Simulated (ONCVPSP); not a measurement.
# An all-electron radial function and its pseudo partner (Cl)

Columns: radius, all-electron u(r) and pseudo u(r) of the 2p shell (level -191.96 eV) of chlorine in the configuration [He] 2s2 2p6 3s1.75 3p5.25; LDA (Perdew-Zunger), scalar-relativistic, ONCV scheme, ONCVPSP 4.0.1.

| r (bohr) | all-electron | pseudo |
| --- | --- | --- |
| 0.042 | 0.1960 | 0.0691 |
| 0.085 | 0.5657 | 0.2675 |
| 0.128 | 0.9221 | 0.5568 |
| 0.170 | 1.1935 | 0.8753 |
| 0.212 | 1.3757 | 1.1766 |
| 0.255 | 1.4779 | 1.4217 |
| 0.298 | 1.5109 | 1.5751 |
| 0.340 | 1.4929 | 1.6301 |
| 0.382 | 1.4391 | 1.6010 |
| 0.425 | 1.3595 | 1.5081 |
| 0.467 | 1.2673 | 1.3816 |
| 0.510 | 1.1652 | 1.2391 |
| 0.552 | 1.0632 | 1.1036 |
| 0.595 | 0.9602 | 0.9774 |
| 0.638 | 0.8612 | 0.8663 |
| 0.680 | 0.7700 | 0.7707 |
| 0.722 | 0.6852 | 0.6850 |
| 0.765 | 0.6056 | 0.6054 |
| 0.807 | 0.5348 | 0.5347 |
| 0.850 | 0.4694 | 0.4692 |
| 0.892 | 0.4122 | 0.4120 |
| 0.935 | 0.3599 | 0.3598 |
| 0.977 | 0.3145 | 0.3144 |
| 1.020 | 0.2735 | 0.2734 |
| 1.062 | 0.2382 | 0.2381 |
| 1.105 | 0.2065 | 0.2064 |

(1) How many radial nodes do the two functions have?

(2) At about which radius was the pseudo-wave matched?

(3) Is the pseudo-wave norm-conserving?

Results:

(1) The all-electron 2p function has n − l − 1 = 0; the pseudo-wave has 0.

(2) 0.75 bohr, where the columns begin to agree (steps of 0.04 bohr).

(3) Yes: the ONCV scheme keeps the norm inside the radius equal to the all-electron one, which fixes the energy derivative of the logarithmic derivative at the level.
